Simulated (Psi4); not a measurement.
H₂BBr₂N (SMILES NB(Br)Br), singlet, geometry from GFN2-xTB; R2SCAN/aug-cc-pVDZ in Psi4 1.11.

The Psi4 input:
```
memory 2 GB

molecule mol {
0 1
B    -0.390224    0.347922   -0.340719
Br    1.341480   -0.042754   -0.996857
Br   -0.943243   -0.312313    1.344573
N    -1.254405    1.118422   -1.095266
H    -2.187291    1.360471   -0.801181
H    -1.019065    1.498302   -1.998402
}

set {
  basis aug-cc-pvdz
  reference rks
}

energy('r2scan')
print_variables()
```

Q: Write the output that Psi4 gives for this input, abridged.

A: 
```
   => Loading Basis Set <=

    Name: AUG-CC-PVDZ
    Role: ORBITAL
    Keyword: BASIS

         ---------------------------------------------------------
                                   SCF
               by Justin Turney, Rob Parrish, Andy Simmonett
                          and Daniel G. A. Smith
                              RKS Reference
         ---------------------------------------------------------

  ==> Geometry <==

    Molecular point group: c1
    Full point group: C1

    Geometry (in Angstrom), charge = 0, multiplicity = 1:

       Center              X                  Y                   Z               Mass
    ------------   -----------------  -----------------  -----------------  -----------------
         B           -0.424493034552     0.378476392865    -0.370640928555    11.009305360000
         BR           1.307210965448    -0.012199607135    -1.026778928555    78.918337600000
         BR          -0.977512034552    -0.281758607135     1.314651071445    78.918337600000
         N           -1.288674034552     1.148976392865    -1.125187928555    14.003074004430
         H           -2.221560034552     1.391025392865    -0.831102928555     1.007825032230
         H           -1.053334034552     1.528856392865    -2.028323928555     1.007825032230

  Running in c1 symmetry.

  Rotational constants: A =      0.18871  B =      0.03952  C =      0.03267 [cm^-1]
  Rotational constants: A =   5657.29180  B =   1184.69831  C =    979.56646 [MHz]
  Nuclear repulsion =  432.167527444168684

  Charge       = 0
  Multiplicity = 1
  Electrons    = 84
  Nalpha       = 42
  Nbeta        = 42

  ==> Algorithm <==

  SCF Algorithm Type is DF.
  DIIS enabled.
  MOM disabled.
  Fractional occupation disabled.
  Guess Type is SAD.
  Energy threshold   = 1.00e-06
  Density threshold  = 1.00e-06
  Integral threshold = 1.00e-12

  ==> Primary Basis <==

  Basis Set: AUG-CC-PVDZ
    Blend: AUG-CC-PVDZ
    Number of shells: 56
    Number of basis functions: 136
    Number of Cartesian functions: 146
    Spherical Harmonics?: true
    Max angular momentum: 2

  ==> DFT Potential <==

   => LibXC <=

    Version 7.1.2
    S. Lehtola, C. Steigemann, M. J. T. Oliveira, and M. A. L. Marques,  SoftwareX 7, 1–5 (2018) (10.1016/j.softx.2017.11.002)

   => Composite Functional: R2SCAN <=

    r2SCAN Meta-GGA XC Functional  (0.1021/acs.jpclett.0c02405)
    J. W. Furness, A. D. Kaplan, J. Ning, J. P. Perdew, J. Sun  J. Phys. Chem. Lett.  11, 8208–8215, 2020

[...]
   @DF-RKS iter   4: -5229.12929724601418   -9.52233e-02   5.53728e-04 DIIS/ADIIS
   @DF-RKS iter   5: -5229.13132145197233   -2.02421e-03   3.21587e-04 DIIS/ADIIS
   @DF-RKS iter   6: -5229.13237853515966   -1.05708e-03   8.75091e-05 DIIS
   @DF-RKS iter   7: -5229.13246298598642   -8.44508e-05   1.25486e-05 DIIS
   @DF-RKS iter   8: -5229.13246487168817   -1.88570e-06   3.49930e-06 DIIS
   @DF-RKS iter   9: -5229.13246502014499   -1.48457e-07   2.77440e-07 DIIS
  Energy and wave function converged.

  ==> Post-Iterations <==

   Electrons on quadrature grid:
      Ntotal   =   84.0000019468 ; deviation = 1.947e-06

    Orbital Energies [Eh]
    ---------------------

    Doubly Occupied:

[...]
    Virtual:

[...]
     136A      3.206331

    Final Occupation by Irrep:
              A
    DOCC [    42 ]
    NA   [    42 ]
    NB   [    42 ]

  @DF-RKS Final Energy: -5229.13246502014499

   => Energetics <=

    Nuclear Repulsion Energy =            432.1675274441686838
    One-Electron Energy =               -8134.5110293691268453
    Two-Electron Energy =                2667.5389225963635909
    DFT Exchange-Correlation Energy =    -194.3278856915503354
    Empirical Dispersion Energy =           0.0000000000000000
    VV10 Nonlocal Energy =                  0.0000000000000000
    Total Energy =                      -5229.1324650201449913

Computation Completed

Properties will be evaluated at   0.000000,   0.000000,   0.000000 [a0]

Properties computed using the SCF density matrix

 Multipole Moments:

 ------------------------------------------------------------------------------------
     Multipole            Electronic (a.u.)      Nuclear  (a.u.)        Total (a.u.)
 ------------------------------------------------------------------------------------

 L = 1.  Multiply by 2.5417464519 to convert [e a0] to [Debye]
 Dipole X            :          4.7609949           -5.4397938           -0.6787989
 Dipole Y            :         -4.2448813            4.8500974            0.6052161
 Dipole Z            :          4.1569926           -4.7496792           -0.5926866
 Magnitude           :                                                    1.0855099

 ------------------------------------------------------------------------------------

  Variable Map:
  ----------------------------------------------------------------------------
[...]
  Array Variable Map:
  ----------------------------------------------------------------------------
[...]
[...]
```
